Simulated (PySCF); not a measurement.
# Spinor energies of Fe⁺ (iron, charge +1)

Start: [Ar] 3d6 4p1; 3d3/2 filled at m_j = +3/2; 3d5/2 filled at m_j = -3/2, -1/2, +1/2, +3/2, +5/2; 4p3/2 filled at m_j = +3/2. Calculated with PySCF 2.14 in x2c-SVPall-2c with one added diffuse shell each of s, d type (6s5p4d1f, 48 functions): generalised Hartree-Fock with the X2C-1e Hamiltonian and a Gaussian nucleus; one run each with spin-orbit coupling (SO) switched off, then screened by Boettger's factors. This is a chosen level, not necessarily the ground level.

| spinor shell | electrons | ε, spin-free (eV) | ε, screened SO (eV) | weight of nominal j (screened SO) | rms radius, screened SO (bohr) |
| --- | --- | --- | --- | --- | --- |
| 1s1/2 | 2 | -7182.0 | -7182.0 | 1.000 | 0.0676 |
| 2s1/2 | 2 | -891.18 | -891.16 | 1.000 | 0.288 |
| 2p1/2 | 2 | -757.35 | -766.29 | 0.988 | 0.259 |
| 3s1/2 | 2 | -124.45 | -124.44 | 1.000 | 0.873 |
| 3p3/2 | 4 | -84.075 | -83.354 | 0.830 | 0.937 |
| 3p1/2 | 2 | -84.075 | -85.508 | 0.661 | 0.935 |
| 3d5/2 | 5 | -26.345 | -27.311 | 0.588 | 1.20 |
| 3d3/2 | 1 | -26.345 | -21.513 | 0.790 | 1.28 |
| 4p3/2 | 1 | -9.963 | -9.931 | 1.000 | 3.12 |

Q: Where does 2p3/2 lie, and what is the 2p spin-orbit splitting (screened SO)?

A: At -752.92 eV, 13.370 eV above 2p1/2.

```json
{"quantity": "E (hartree)", "spin-free": "-1270.71445", "screened SO": "-1270.72904"}
{"quantity": "M_J", "spin-free": "11/2", "screened SO": "11/2"}
{"quantity": "⟨J²⟩", "spin-free": "35.757", "screened SO": "35.757"}
{"quantity": "⟨L²⟩", "spin-free": "12.006", "screened SO": "12.014"}
{"quantity": "⟨S²⟩", "spin-free": "8.751", "screened SO": "8.747"}
```

Each row is a mean over spinors that exchange with the open shell spreads, by up to 15.398 eV (3p3/2).

Rows whose weight is well below 1 are mixtures of j = l ± 1/2: exchange outweighs spin-orbit coupling there, and the label is only the starting occupation.

Without spin-orbit coupling the j labels of p, d and f shells carry no meaning; the spin-free column gives the mean over the occupied spinors of each nl shell.
